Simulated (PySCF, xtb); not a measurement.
Cl5Sb, SMILES [Cl][Sb]([Cl])([Cl])([Cl])[Cl] (connectivity only; charge and spin as stated), charge +1, multiplicity 2.

Harmonic wavenumbers (cm⁻¹) from GFN2-xTB (xtb) at its own minimum, in rising order: 34, 35, 50, 72, 72, 82, 83, 207, 227, 276, 293, 294.

What does PySCF with B3LYP-D3(BJ)/def2-SVP give at its own minimum? (The exact figures need the calculation; the answer reports its results.)

44, 73, 107, 126, 136, 139, 170, 209, 332, 387, 402, 419. Paired by order, the mean absolute difference is 68 cm⁻¹ and the zero-point energies are 2.5 and 3.6 kcal/mol.
